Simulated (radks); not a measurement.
Values are calculated unless marked as measured or tabulated.
How relativity changes the ionisation of the arsenic ion As5+ ([Ar] 3d10) to As6+ ([Ar] 3d9). Spin-unpolarised spherical Kohn-Sham, PBEsol, point nucleus unless stated (finite: rms radius 4.0968 fm), a radial shooting solver on a logarithmic mesh with Libxc functionals. A level marked "c x" has the speed of light scaled by that factor and shares open shells by 2j + 1; other Dirac levels either fill j = l - 1/2 first or share by 2j + 1.

level	E(As5+) (hartree)	E(As6+) (hartree)	IE (eV)	HOMO	<r> HOMO (bohr)
non-rel.	-2227.77978	-2223.28514	122.31	3d	0.6581
scalar-rel.	-2253.00724	-2248.53942	121.58	3d	0.6604
scalar-rel., finite nucleus	-2252.99231	-2248.52449	121.58	3d	0.6604
Dirac, 2j+1 shares	-2253.12810	-2248.66043	121.57	3d5/2	0.6621
Dirac, low j first	-2253.12810	-2248.67217	121.25	3d5/2	0.6621
Dirac, 2j+1 shares, finite nucleus	-2253.11316	-2248.64548	121.57	3d5/2	0.6621
Dirac, c x 1.25	-2243.83456	-2239.35719	121.84	3d5/2	0.6606
Dirac, c x 3	-2230.52557	-2226.03394	122.22	3d5/2	0.6585
Dirac, c x 5	-2228.76630	-2224.27274	122.28	3d5/2	0.6583

NIST Atomic Spectra Database: 121.2 eV (measured). The relativistic part of the total energy of As5+ is -25.33 hartree (Dirac, 2j+1 shares, finite nucleus), 1.1 % of the non-relativistic value. Spin polarisation and multiplet splitting of open shells are left out at every level.

Beside tabulated values, note that spin-unpolarised runs miss the spin-polarisation part of the exchange energy of open shells.
